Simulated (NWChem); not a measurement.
Molecule: CBr2F2; SMILES FC(F)(Br)Br

Computed with NWChem. Pople sets run with spherical d functions. This build's default masses of Se (78.918 u) and Br (79.917 u) are each other's, which moves their modes by up to 0.6 %. Each level has its own optimisation. Computed dipoles belong to the equilibrium geometry; the measured one is vibrationally averaged.

Measured dipole moment: 0.66 D (NIST CCCBDB, as tabulated in the package chemicals).

Which of these levels lies farthest from the measured value, and how do the others fare: LDA (Slater exchange, VWN5)/def2-SVP; BLYP/def2-SVP; PBE0/def2-SVP; PBE/def2-SVP; Hartree-Fock/6-31G*; B3LYP/6-31G*; Hartree-Fock/STO-3G; Hartree-Fock/3-21G?

B3LYP/6-31G*.
```csv
level,dipole moment (D),computed − measured
Hartree-Fock/STO-3G,0.24,-0.42
Hartree-Fock/3-21G,1.10,+0.44
Hartree-Fock/6-31G*,0.57,-0.09
B3LYP/6-31G*,0.17,-0.49
"LDA (Slater exchange, VWN5)/def2-SVP",0.24,-0.42
PBE/def2-SVP,0.23,-0.43
BLYP/def2-SVP,0.25,-0.41
PBE0/def2-SVP,0.40,-0.26
```
